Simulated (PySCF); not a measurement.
## What the settings do

Molecule: 4-chloropyridine N-oxide (SMILES [O-][n+]1ccc(Cl)cc1); geometry GFN2-xTB.

Molfile (atoms numbered from 1):
```
C5H4ClNO
     RDKit          3D

 12 12  0  0  0  0  0  0  0  0999 V2000
   -2.6578    0.1263   -0.0320 O   0  0  0  0  0  0  0  0  0  0  0  0
   -1.4080    0.0669   -0.0173 N   0  0  0  0  0  0  0  0  0  0  0  0
   -0.6573    1.1958    0.0160 C   0  0  0  0  0  0  0  0  0  0  0  0
    0.7152    1.1611    0.0315 C   0  0  0  0  0  0  0  0  0  0  0  0
    1.3695   -0.0651    0.0119 C   0  0  0  0  0  0  0  0  0  0  0  0
    3.0895   -0.1470    0.0292 Cl  0  0  0  0  0  0  0  0  0  0  0  0
    0.6025   -1.2238   -0.0215 C   0  0  0  0  0  0  0  0  0  0  0  0
   -0.7672   -1.1281   -0.0351 C   0  0  0  0  0  0  0  0  0  0  0  0
   -1.2176    2.1179    0.0293 H   0  0  0  0  0  0  0  0  0  0  0  0
    1.2731    2.0826    0.0587 H   0  0  0  0  0  0  0  0  0  0  0  0
    1.0710   -2.1942   -0.0368 H   0  0  0  0  0  0  0  0  0  0  0  0
   -1.4119   -1.9931   -0.0600 H   0  0  0  0  0  0  0  0  0  0  0  0
  1  2  1  0
  2  3  2  0
  3  4  1  0
  4  5  2  0
  5  6  1  0
  5  7  1  0
  7  8  2  0
  8  2  1  0
  3  9  1  0
  4 10  1  0
  7 11  1  0
  8 12  1  0
M  CHG  2   1  -1   2   1
M  END
```

All runs: PySCF, non-relativistic, gas phase unless a solvent (IEF-PCM) is named; grid level 2, GIAOs and SCF threshold 1e-9 unless changed. The yardstick, PBE0/pcSseg-1, gives these isotropic shieldings σ (ppm, equivalent atoms averaged): N2 -67.8, C3/C8 42.0, C5 51.1, C4/C7 53.4, Cl6 717.4, H9/H12 23.49, H10/H11 24.45.

Question: What do these inputs give? (1) solvent chloroform; BLYP/pcSseg-1; (2) solvent water; PBE/STO-3G; damp 0.3; (3) solvent cyclohexane; KT2/6-311+G(2d,p); level_shift 0.2; (4) LDA/6-311G**

Answer: 
```
run    outcome  functions  wall time     N2  C3/C8     C5  C4/C7    Cl6  H9/H12  H10/H11
  1  converged        163       26 s  -63.4   34.7   40.3   45.2  671.7   23.81    24.57
  2  converged         48       15 s  135.4  112.7  130.2  125.6  920.5   25.29    25.79
  3  converged        248       62 s  -34.1   58.4   65.1   69.5  701.6   23.98    24.72
  4  converged        176       42 s  -56.0   40.8   48.8   50.6  691.0   23.81    24.50
```

Times are on 1 thread of an Arm Neoverse N1, shared host.

Question: Comment on the technical settings and failures.

Answer: 
- Run 2: The functional and orbital basis and medium differ from the yardstick's, which in itself moves the values. The damping changes the path of the SCF (29 cycles), not the solution, provided the same state is reached. With 48 functions the basis is far too small for magnetic properties.
- Run 3: The functional and orbital basis and medium differ from the yardstick's, which in itself moves the values. The level shift changes the path of the SCF (15 cycles), not the solution, provided the same state is reached.

Run 2 was set up unsoundly or failed; its numbers aren't to be quoted as properties of the molecule.
